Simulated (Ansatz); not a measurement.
A search over several starts for the lowest SCF solution of Mo3P3 at the given spin, in a small basis.

```yaml
crystal:
  periodic: [false, false, false]
  atoms:
    - {symbol: Mo, position_ang: [0.427064, 1.384154, -0.669270]}
    - {symbol: Mo, position_ang: [-1.433429, 0.509742, -0.194081]}
    - {symbol: Mo, position_ang: [0.393845, -0.796571, 1.155272]}
    - {symbol: P, position_ang: [-0.030993, 1.516424, 1.630039]}
    - {symbol: P, position_ang: [1.290604, -0.842638, -1.124442]}
    - {symbol: P, position_ang: [-0.647101, -1.771122, -0.797508]}
basis:
  gaussian: {orbitals: def2-SVP, initial_orbitals: start.molden}
magnetization: {spin_polarized: true, initial_magnetization: 3}
hamiltonian: {xc: pbe0, dispersion: d4}
output: {orbitals: {seedname: orbitals}}
```

The file start.molden holds the orbitals of an earlier run on this structure, at another level or in another basis.

```sh
$ ansatz run in.yaml --threads 4 --pin off --events-out ev --progress --plain --max-ram 4787MiB
```

Shortened log:

```
Functional definition: PBE0
1455 factors; integrals over basis functions are off by at most 7.8e-4 eV
mean field evaluation 1: about -33413.0368 eV, gradient 3.7e-1 eV
mean field evaluation 2: about -33413.2345 eV, gradient 4.5e-4 eV
mean field evaluation 4: about -33413.2345 eV, gradient 2.2e-5 eV
mean field evaluation 8: about -33413.2345 eV, gradient 2.1e-5 eV
mean field evaluation 16: about -33409.5662 eV, gradient 3.0e1 eV
mean field evaluation 32: about -33413.2338 eV, gradient 3.8e-2 eV
mean field evaluation 64: about -33413.2345 eV, gradient 2.1e-4 eV
mean field evaluation 96: about -33412.7182 eV, gradient 3.4e0 eV
mean field -33413.23449857 eV, -1227.9137195185 hartree, gradient 9.3e-6 eV, S^2 3.893223; 7 other end points of the search recorded, 0 dependent functions left out
reference -33413.23453502 eV, -1227.9137208581 hartree; 45, 42 occupied and 102, 105 virtual orbitals, 1455 factors
Total energy: -33413.70077342 eV, -1227.9308548035 hartree
```

Hardware: 4 threads of AMD EPYC 7R43 on a shared host. Wall time 33 s, peak host memory 0.71 GiB.

In the def2 sets Mo takes a core potential; there is no spin–orbit coupling. The charge 0 quartet is spin-contaminated (final ⟨S²⟩ up to 3.89, 3.75 for a pure state). At PBE0-D4/def2-TZVP a doublet of charge 0 lies 0.18 eV below the quartet, each at its own geometry. The structure comes from a short search, and lower isomers may exist.
